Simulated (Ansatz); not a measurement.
`B[SiH]1BN1CO`, relaxed with RKS PBE-D4/def2-SVP in Ansatz 0.2.0 from a rough embedded geometry. The force threshold is 0.03 eV/Å; the program also tests the step.

Total charge 0; spin multiplicity 1.

Start:

```xyz
13

B     1.081   -1.202    1.434
Si    1.437   -0.324   -0.254
B    -0.116   -0.639   -1.455
N     0.177    0.811   -0.905
C    -0.753    1.135    0.189
O    -1.775    1.914   -0.383
H     0.190   -1.989    1.495
H     1.850   -1.099    2.288
H     2.615   -0.522   -1.068
H    -0.861   -1.322   -2.115
H    -0.266    1.714    0.969
H    -1.251    0.255    0.698
H    -2.327    1.267   -0.894
```

```
         step  energy (eV)  largest force (eV/Å)  largest move (Å)
            1  -13895.9729                 2.364             0.000
            2  -13896.9553                 2.060             0.195
            3  -13897.6059                 2.081             0.195
            4  -13897.9514                 0.648             0.200
            5  -13898.1110                 0.696             0.195
            6  -13898.2039                 0.485             0.193
            7  -13898.3035                 0.259             0.200
            8  -13898.3472                 0.465             0.200
            9  -13898.3807                 0.186             0.200
           10  -13898.3925                 0.414             0.195
           11  -13898.4039                 0.304             0.041
12 (rejected)  -13898.4033                 0.220             0.091
           13  -13898.4110                 0.102             0.044
           14  -13898.4129                 0.098             0.100
           15  -13898.4143                 0.042             0.030
           16  -13898.4145                 0.019             0.014
```

End:

```xyz
13

B     1.331   -1.785    1.476
Si    1.415   -0.558   -0.041
B    -0.069   -0.629   -1.396
N    -0.117    0.357   -0.455
C    -0.923    1.496   -0.041
O    -2.050    1.681   -0.841
H     0.249   -2.027    1.979
H     2.304   -2.411    1.850
H     2.640    0.242   -0.397
H    -0.662   -1.064   -2.351
H    -0.308    2.418   -0.129
H    -1.166    1.359    1.042
H    -2.644    0.920   -0.696
```

Run time 16 s (4 threads of an INTEL XEON PLATINUM 8581C on a shared host); peak host memory 0.21 GiB.
